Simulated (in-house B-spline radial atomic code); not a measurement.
**PBE0 excitations of Sb IV (Sb3+)**

Method: PBE0. Computed with a B-spline radial code for spherical atoms: linear response of the closed shell [Kr] 4d10 5s2 with the functional's adiabatic kernel; scalar-relativistic (spin-free one-electron X2C), finite nucleus, no spin-orbit coupling, no double excitations, S, P, D and F terms only; shells from n = 3 respond. Only terms of natural parity with L up to 3 were computed.

Command:
```bash
python run_td.py task.json out
```
Settings (radii: box in bohr, nucleus in fm):
```
Z                        51
electrons                48
configuration            [Kr] 4d10 5s2
hamiltonian              x2c
method                   pbe0
box_radius               3
wall_radius              3
rms_radius               4.6802
intervals                64
```

Cost of the run: 2.5 s on 1 thread of Arm Neoverse N1, on a shared host.

Confined states, up to the first strongly mixed one, which can leave gaps near the end. Labels give the largest channel, * marks a mixed state, and oscillator strengths are full-response dipole values. Semilocal kernels can invert the small singlet-triplet splittings of Rydberg terms. Energies in eV:

```json
{"state": "5s → 5p 3P", "full response": "12.319", "Tamm-Dancoff": "12.500", "oscillator strength": "-"}
{"state": "5s → 5p 1P", "full response": "?", "Tamm-Dancoff": "?", "oscillator strength": "?"}
{"state": "5s → 4f 3F", "full response": "33.08", "Tamm-Dancoff": "33.16", "oscillator strength": "-"}
{"state": "5s → 4f 1F", "full response": "34.50", "Tamm-Dancoff": "34.52", "oscillator strength": "-"}
{"state": "5s → 5d 3D", "full response": "38.22", "Tamm-Dancoff": "38.25", "oscillator strength": "-"}
{"state": "5s → 5d 1D", "full response": "40.13", "Tamm-Dancoff": "40.20", "oscillator strength": "-"}
{"state": "4d → 5p 3P", "full response": "41.97", "Tamm-Dancoff": "42.01", "oscillator strength": "-"}
{"state": "4d → 5p 3F", "full response": "42.36", "Tamm-Dancoff": "42.41", "oscillator strength": "-"}
{"state": "4d → 5p 1F", "full response": "?", "Tamm-Dancoff": "?", "oscillator strength": "-"}
{"state": "4d → 5p 1P", "full response": "44.48", "Tamm-Dancoff": "44.64", "oscillator strength": "1.2"}
{"state": "4d → 4f 3P", "full response": "61.14", "Tamm-Dancoff": "61.19", "oscillator strength": "-"}
{"state": "4d → 4f 3F", "full response": "62.46", "Tamm-Dancoff": "62.50", "oscillator strength": "-"}
{"state": "4d → 4f 1F", "full response": "64.65", "Tamm-Dancoff": "64.70", "oscillator strength": "-"}
{"state": "4d → 5d 3S", "full response": "66.46", "Tamm-Dancoff": "66.52", "oscillator strength": "-"}
{"state": "4d → 5d 3D", "full response": "68.13", "Tamm-Dancoff": "68.15", "oscillator strength": "-"}
{"state": "4d → 5d 1D", "full response": "69.32", "Tamm-Dancoff": "69.35", "oscillator strength": "-"}
```

**Question.** Where does 4d → 5p 1F lie?

**Answer.** At 43.06 eV in full response, 43.07 eV in Tamm-Dancoff.

**Question.** Where does 5s → 5p 1P lie?

**Answer.** At 16.644 eV in full response, 17.272 eV in Tamm-Dancoff, oscillator strength 1.26.

**Question.** How large is the singlet-triplet splitting of 5s → 5p (P terms) in Tamm-Dancoff?

**Answer.** 4.77 eV, from the unrounded values.

**Question.** What polarisabilities and dispersion coefficient does the method give?

**Answer.** Dipole 5.278 bohr³, quadrupole 7.178 bohr⁵, C6 21.88 hartree·bohr⁶ for two such species.
